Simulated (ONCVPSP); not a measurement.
## Plane-wave convergence, ONCV potential for xenon

* Element: xenon (Xe)
* Generator: ONCVPSP 4.0.1
* Type: optimised norm-conserving Vanderbilt (ONCV)
* Functional: Wu-Cohen
* Relativity: scalar-relativistic
* Frozen core: [Kr] 4d10
* Valence charge: 8
* Reference configuration: 5s2 5p6
* Partial waves: 5s: rc 2.16 bohr, ncon 3, nbas 6, qcut 3.9 1/bohr, 2 projectors, debl 1.2 Ha; 5p: rc 1.65 bohr, ncon 4, nbas 7, qcut 5.5 1/bohr, 1 projector; d scattering state at 0.46 Ha: rc 1.85 bohr, ncon 4, nbas 7, qcut 4.8 1/bohr, 2 projectors, debl 0.4 Ha
* Local potential: polynomial inside 1.30 bohr (lpopt 5, dvloc0 -1 Ha)
* Core correction: none

Question: For each optimised wave give the share of its norm inside rc, the residual kinetic energy above qcut (Ha) and the cutoffs (Ha) for errors of 10, 1, 0.1 and 0.01 mHa per electron.

Answer:

| wave | norm inside rc | residual KE | 10 mHa | 1 mHa | 0.1 mHa | 0.01 mHa |
| --- | --- | --- | --- | --- | --- | --- |
| 5s | 0.723 | 4.3e-04 | 4.9 | 7.0 | 18.4 | 37.9 |
| s projector 2 | 0.160 | 7.1e-04 | 5.2 | 7.3 | 14.4 | 24.4 |
| 5p | 0.219 | 4.8e-04 | 5.4 | 9.5 | 47.6 | 59.6 |
| d projector 1 | 0.201 | 7.0e-03 | 9.5 | 43.1 | 52.6 | 75.5 |
| d projector 2 | 0.111 | 2.8e-03 | 3.3 | 50.3 | 67.8 | 89.2 |

The occupied waves need 9.5 Ha and 48 Ha for 1 and 0.1 mHa. The cutoffs count occupied waves only; projector 2 of the d channel, the hardest unoccupied one, needs 50 Ha at the loose tolerance. Note: ghosts flagged at negative energy: s at -72.3 eV, p at -11.0 eV, d at -42.8 eV; GHOST(+) flags only above 600 eV. A true bound ghost makes a file unfit for plane-wave use. 4 of 4 tests not solved or not reliable.
